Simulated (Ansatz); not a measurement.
Species: diiodo(methyl)borane, CH3BI2, charge 0, multiplicity 1. 
Coordinates optimised at B3LYP-D3(BJ)/def2-TZVP (Ansatz, a first-principles code):
```xyz
7

C     -2.3611    -0.3071     0.1754
B     -0.8285    -0.1058     0.0393
I      0.4752    -1.7873    -0.1796
I      0.0256     1.8525     0.1419
H     -2.9336     0.5552    -0.1677
H     -2.5826    -0.4288     1.2440
H     -2.7156    -1.2096    -0.3236
```
Charge 0, spin multiplicity 1.

Dipole moments at this geometry, in debye (magnitudes).

| level | program | dipole (D) |
|---|---|---|
| SVWN5/def2-TZVPD | Ansatz | 1.25 |
| PBE/def2-TZVPD | Ansatz | 1.18 |
| BLYP/def2-TZVPD | Ansatz | 1.15 |
| r2SCAN/def2-TZVPD | Ansatz | 1.30 |
| B3LYP/def2-TZVPD | Ansatz | 1.24 |
| BHLYP/def2-TZVPD | Ansatz | 1.35 |
| r2SCAN0/def2-TZVPD | Ansatz | 1.36 |
| HSE06/def2-TZVPD | Ansatz | 1.29 |
| wB97X-V/def2-TZVPD | Ansatz | 1.36 |
| CCSD(T)/def2-SVPD | Ansatz | 1.09 |
